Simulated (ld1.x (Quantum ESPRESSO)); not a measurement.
Values are calculated unless marked as measured or tabulated.
## Potentials for silicon compared

Generated with ld1.x 7.5 (TM, RRKJ, ultrasoft, PAW), atompaw 4.2 or ONCVPSP 4.0.1. The cutoff is in Ry: for ld1.x and atompaw files where the sum of valence levels is converged to 10 mRy in a Bessel basis, for ONCV files where the hardest occupied wave has 1 mHa per electron of residual kinetic energy. The error is the largest all-electron minus pseudo excitation energy over each file’s own four to seven test configurations (ionisations up to +4, promotions, holes and added fractions of an electron), all of which were solved. The labels leave out finer settings (local radius, basis sizes, second energies), which also bear on the numbers. Spin-polarised tests are not counted. The rows are a selection from randomly drawn settings: files with unsolved tests, undetermined cutoffs or missed reference levels are left out.

| potential | cutoff (Ry) | largest error (meV) | bound ghosts |
| --- | --- | --- | --- |
| ultrasoft, PBE, fully relativistic, rc 1.60/2.00/2.10 (spd), local d, core correction no, reference 3s2 3p1.75 | 12 | -9.2 | none |
| TM semilocal, LDA (PZ), non-relativistic, rc 1.95/2.10/2.20 (spd), local s, core correction yes, reference 3s2 3p2 | 15 | +80 | none |
| TM, PBE, scalar-relativistic, rc 2.00/1.60/2.00 (spd), local smoothed, core correction yes, reference 3s2 3p2 | 18 | +83 | none |
| TM, PBE, non-relativistic, rc 1.90/1.60 (sp), local s, core correction yes, reference 3s2 3p2 | 25 | +58 | none |
| TM, revPBE, scalar-relativistic, rc 1.90/2.20 (sp), local s, core correction no, reference 3s2 3p1.5 | 15 | -14 | none |

(1) Fill in the row for Si: PAW, PBE, scalar-relativistic, rc 1.75/2.45/2.15 (spd), local smoothed, core correction yes, reference 3s1.5 3p2.5.

(2) Fill in the row for Si: TM semilocal, PBE, non-relativistic, rc 1.80/1.85/1.75 (spd), local p, core correction no, reference 3s2 3p0.

(3) Fill in the row for Si: TM, Wu–Cohen, non-relativistic, rc 1.30/1.50 (sp), local s, core correction no, reference 3s2 3p0.

Results:

(1) cutoff 10 Ry, largest error -6.2 meV, bound ghosts: none.

(2) cutoff 15 Ry, largest error +52 meV, bound ghosts: none.

(3) cutoff 40 Ry, largest error +33 meV, bound ghosts: none.
